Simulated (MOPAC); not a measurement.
MOPAC input (MNDO):

```
MNDO PRECISE GNORM=0.05 LET XYZ GEO-OK AUX(PRECISION=9) THREADS=1
Br2Hg

Hg    0.00000000 1    0.00000000 1    0.00000000 1
Br    0.00000000 1    0.00000000 1    2.42485796 1
Br   -0.00000000 1   -0.00000000 1   -2.42485796 1
```

From the output:

```
                                                       MOPAC v23.2.5 Linux

          FINAL HEAT OF FORMATION =          3.09452 KCAL/MOL =      12.94748 KJ/MOL

          COSMO AREA              =        116.57 SQUARE ANGSTROMS
          COSMO VOLUME            =         97.28 CUBIC ANGSTROMS

          GRADIENT NORM           =          0.03085          =       0.01781 PER ATOM
          IONIZATION POTENTIAL    =         11.650389 EV
          HOMO LUMO ENERGIES (EV) =        -11.650 -2.709
          NO. OF FILLED LEVELS    =          8
          MOLECULAR WEIGHT        =        360.3980         POINT GROUP:  D*h

          MOLECULAR DIMENSIONS (Angstroms)

            Atom       Atom       Distance
           Br     3   Br     2     4.72662
           Br     3   Br     2     0.00000
           Br     3   Hg     1     0.00000

          SCF CALCULATIONS        =          5

   ATOM   CHEMICAL          X               Y               Z
  NUMBER   SYMBOL      (ANGSTROMS)     (ANGSTROMS)     (ANGSTROMS)

     1      Hg         -0.00000000  *   0.00000000  *  -0.00000000  *
     2      Br          0.00000000  *  -0.00000000  *   2.36330804  *
     3      Br         -0.00000000  *  -0.00000000  *  -2.36330804  *

                             CARTESIAN COORDINATES

   1   Hg       -0.000000000     0.000000000    -0.000000000
   2   Br        0.000000000    -0.000000000     2.363308042
   3   Br       -0.000000000    -0.000000000    -2.363308041

           Empirical Formula: Hg Br2  =     3 atoms

      MOLECULAR POINT GROUP   :   D*h

                  EIGENVALUES
 -25.32661 -24.90083 -14.19407 -13.73891 -12.08828 -12.08828 -11.65039 -11.65039
  -2.70924   4.49964   4.49964   4.78831

              NET ATOMIC CHARGES AND DIPOLE CONTRIBUTIONS

  ATOM NO.   TYPE          CHARGE      No. of ELECS.   s-Pop       p-Pop
    1         Hg           0.529047        1.4710     0.88479     0.58616
    2         Br          -0.264524        7.2645     1.98378     5.28074
    3         Br          -0.264524        7.2645     1.98378     5.28074
 DIPOLE           X         Y         Z       TOTAL
 POINT-CHG.     0.000     0.000    -0.000     0.000
 HYBRID         0.000     0.000     0.000     0.000
 SUM            0.000     0.000    -0.000     0.000

          ATOMIC ORBITAL ELECTRON POPULATIONS

     Atom    s        px        py        pz
    1 Hg   0.88479   0.06354   0.06354   0.45908
    2 Br   1.98378   1.96823   1.96823   1.34428
    3 Br   1.98378   1.96823   1.96823   1.34428

 **********************
 *                    *
 * JOB ENDED NORMALLY *
 *                    *
 **********************

 == MOPAC DONE ==
```

The geometry given is a B3LYP-D3(BJ)/def2-TZVP minimum.
